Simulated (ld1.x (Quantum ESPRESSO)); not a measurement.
## Cutoff test, Zr (Z = 40), TM semilocal

ld1.x (Quantum ESPRESSO) 7.5 input, shortened:

```
&input
   title='Zr', zed=40., rel=1, dft='PBE', iswitch=3,
   config='[Kr] 4d2 5s2 5p0'
 /
 &inputp
   pseudotype=1, tm=.true., lloc=1,
   nlcc=.true.
 /
3
5S  1  0   2.00   0.00  2.65  2.65  0.0
4D  3  2   2.00   0.00  2.55  2.55  0.0
4P  2  1   6.00   0.00  1.30  1.30  0.0
 &test
   configts(1)='4p6 4d2 5s2 5p0'
 /
```

The pseudo-atom Hamiltonian at the reference potential is diagonalised in spherical Bessel functions j_l(qr) that vanish at 20 bohr, with q² up to the cutoff. All-electron valence levels (Ry): 5s -0.3263, 4d -0.2645, 4p -2.3859, 5p -0.1080.

Question: How do the lowest levels (Ry) of each channel move with the cutoff, and are there ghosts?

Answer:

| cutoff (Ry) | s #1 | s #2 | d #1 | d #2 | p #1 | p #2 | p #3 | Σ f·Δε (mRy) |
| --- | --- | --- | --- | --- | --- | --- | --- | --- |
| 8 | -0.3243 | 0.0010 | -0.0854 | 0.0590 | -2.0602 | -0.0837 | 0.0509 | 2316.0 |
| 12 | -0.3259 | 0.0008 | -0.1811 | 0.0521 | -2.2906 | -0.1009 | 0.0460 | 739.4 |
| 18 | -0.3261 | 0.0008 | -0.2497 | 0.0492 | -2.3290 | -0.1054 | 0.0448 | 371.4 |
| 25 | -0.3262 | 0.0007 | -0.2629 | 0.0487 | -2.3382 | -0.1057 | 0.0448 | 289.4 |
| 35 | -0.3263 | 0.0007 | -0.2645 | 0.0486 | -2.3681 | -0.1073 | 0.0444 | 106.6 |
| 45 | -0.3263 | 0.0007 | -0.2645 | 0.0486 | -2.3817 | -0.1082 | 0.0441 | 25.0 |
| 55 | -0.3263 | 0.0007 | -0.2645 | 0.0486 | -2.3843 | -0.1085 | 0.0441 | 9.6 |
| 70 | -0.3263 | 0.0007 | -0.2645 | 0.0486 | -2.3845 | -0.1085 | 0.0441 | 8.2 |
| 90 | -0.3263 | 0.0007 | -0.2645 | 0.0486 | -2.3853 | -0.1085 | 0.0441 | 3.2 |
| 110 | -0.3263 | 0.0007 | -0.2645 | 0.0486 | -2.3858 | -0.1085 | 0.0441 | 0.4 |
| 140 | -0.3263 | 0.0007 | -0.2645 | 0.0486 | -2.3859 | -0.1085 | 0.0441 | 0.2 |
| 400 | -0.3263 | 0.0007 | -0.2645 | 0.0486 | -2.3859 | -0.1085 | 0.0441 | 0.0 |

Result: no extra level below or beside the all-electron valence levels (s, d, p tested); the semilocal form is local in each channel, so this says nothing of the separable form that plane-wave codes build from it; 10 mRy is reached at 55 Ry and 1 mRy at 110 Ry.
